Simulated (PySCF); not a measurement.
C6H10O.
InChI=1S/C6H10O/c1-3-4-5-6-7-2/h3-5H,1,6H2,2H3/b5-4-

Level: CAM-B3LYP/def2-SVPD in PySCF, non-relativistic, on one gas-phase PBE0-D3(BJ)/def2-SVP geometry that isn't relaxed in the solvent. The solvent is an IEF-PCM continuum (van der Waals radii × 1.2), and excitations are vertical TDDFT with non-equilibrium linear response and a frozen core. The model holds no explicit solvent molecules, cavitation or dispersion.

Gas-phase singlets (H = HOMO, L = LUMO):

| state | E (eV) | λ (nm) | f | leading configurations |
| --- | --- | --- | --- | --- |
| S1 | 5.534 | 224 | 0.631 | H→L 97% |
| S2 | 6.556 | 189 | 0.011 | H→L+1 55%, H→L+2 32% |
| S3 | 6.675 | 186 | 0.117 | H-1→L 95% |
| S4 | 6.756 | 184 | 0.012 | H→L+3 56%, H→L+2 31% |
| S5 | 7.099 | 175 | 0.002 | H-1→L+1 26%, H→L+2 21% |

Question: How does the list change in benzene (ε = 2.271)?

Answer: 
```json
{"state": "S1", "E (eV)": "5.296", "λ (nm)": "234", "f": "0.762", "leading configurations": "H→L 98%", "change by rank (eV)": "-0.238"}
{"state": "S2", "E (eV)": "6.569", "λ (nm)": "189", "f": "0.009", "leading configurations": "H→L+1 53%, H→L+2 35%", "change by rank (eV)": "+0.013"}
{"state": "S3", "E (eV)": "6.631", "λ (nm)": "187", "f": "0.112", "leading configurations": "H-1→L 95%", "change by rank (eV)": "-0.044"}
{"state": "S4", "E (eV)": "6.815", "λ (nm)": "182", "f": "0.024", "leading configurations": "H→L+3 60%, H→L+2 24%", "change by rank (eV)": "+0.059"}
{"state": "S5", "E (eV)": "7.102", "λ (nm)": "175", "f": "0.003", "leading configurations": "H-3→L 37%, H-4→L 24%", "change by rank (eV)": "+0.003"}
```

Question: The ground-state energy changes by -0.077 eV from gas to benzene. By how much does the total energy of gas-phase S1 change?

Answer: E(S1) = E(S0) + excitation energy, so it changes by -0.077 − 0.238 = -0.315 eV: it is lowered more than the ground state, which is what a red shift means. This is the vertical state, with the slow part of the continuum still set for S0.

Question: How do the frontier levels move from gas to benzene?

Answer: 
```csv
orbital,gas (eV),solvent (eV),change (eV)
LUMO+2,1.80,1.87,+0.07
LUMO+1,1.37,1.48,+0.11
LUMO,0.14,0.16,+0.02
HOMO,-7.81,-7.79,+0.02
HOMO-1,-9.12,-9.08,+0.04
HOMO-2,-10.64,-10.62,+0.02
HOMO-3,-10.67,-10.63,+0.04
```

The HOMO–LUMO gap goes from 7.95 to 7.95 eV. Rows go by rank; for HOMO-3 and HOMO-2 the atom shares or the degeneracy differ between the runs, so the row needn't follow one orbital.

The values belong to the conformer `[CH2:1]=[CH:2]/[CH:3]=[CH:4]\[CH2:5][O:6][CH3:7]`: C1–C2–C3–C4 180°, C3–C4–C5–O6 -177°, C4–C5–O6–C7 180°.
